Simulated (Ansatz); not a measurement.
```yaml
crystal:
  periodic: [false, false, false]
  atoms:
    - {symbol: W, position_ang: [1.371011, -0.130075, 0.012879]}
    - {symbol: Se, position_ang: [-0.684466, -0.038064, -1.158222]}
    - {symbol: Se, position_ang: [-0.686545, 0.168148, 1.145353]}
basis:
  gaussian: {orbitals: def2-TZVPP, point_charges: [{charge: 0.50, position_ang: [5.660, -0.666, 0.359]}]}
total_charge: 2
hamiltonian: {xc: {name: rPW86-PBE}}
output: {forces: true}
```

```sh
$ ansatz run in.yaml --threads 4 --pin off --events-out ev --progress --plain --max-ram 3916MiB
```

Output, abridged:

```
Functional definition: rPW86-PBE
  name "rPW86-PBE"
  cite "Murray, Lee & Langreth, J. Chem. Theory Comput. 5, 2754 (2009) doi:10.1021/ct900365q"
  cite "Perdew, Burke & Ernzerhof, Phys. Rev. Lett. 77, 3865 (1996) doi:10.1103/PhysRevLett.77.3865"
  parent pbe
  exchange = rpw86_x
  correlation = pbe_c
1109 factors; their error is unknown
mean field evaluation 1: about -132537.9580 eV, gradient 6.6e1 eV
mean field evaluation 2: about -132490.2918 eV, gradient 1.3e2 eV
mean field evaluation 4: about -132521.0219 eV, gradient 1.1e2 eV
mean field evaluation 8: about -132548.5084 eV, gradient 4.8e-2 eV
mean field evaluation 16: about -132544.7369 eV, gradient 2.3e1 eV
mean field evaluation 32: about -132544.6956 eV, gradient 1.0e1 eV
mean field evaluation 64: about -132545.0895 eV, gradient 1.0e1 eV
mean field -132548.79363257 eV, -4871.0783211976 hartree, gradient 1.3e-5 eV, S^2 0.000000; 8 other end points of the search recorded, 0 dependent functions left out
the calculation of the forces begins
reference -132548.79372985 eV, -4871.0783247727 hartree; 40, 40 occupied and 112, 112 virtual orbitals, 1109 factors
Total energy: -132548.79372985 eV, -4871.0783247727 hartree
Atom 0 at     1.371011    -0.130075     0.012879 Å, force    -1.157797     0.132072    -0.057134 eV/Å
Atom 1 at    -0.684466    -0.038064    -1.158222 Å, force     0.264460    -0.129452    -1.150443 eV/Å
Atom 2 at    -0.686545     0.168148     1.145353 Å, force     0.261678     0.077364     1.156334 eV/Å
Dipole moment:     0.003505     0.003832    -0.010705 e Å
```

Run time 7 s (4 threads of Intel Xeon Platinum 8488C on a shared host).

In the def2 sets W takes a core potential; there is no spin–orbit coupling. This restricted singlet of an open-shell metal wasn't tested against broken symmetry or higher spin.

The dipole of an ion depends on the origin.
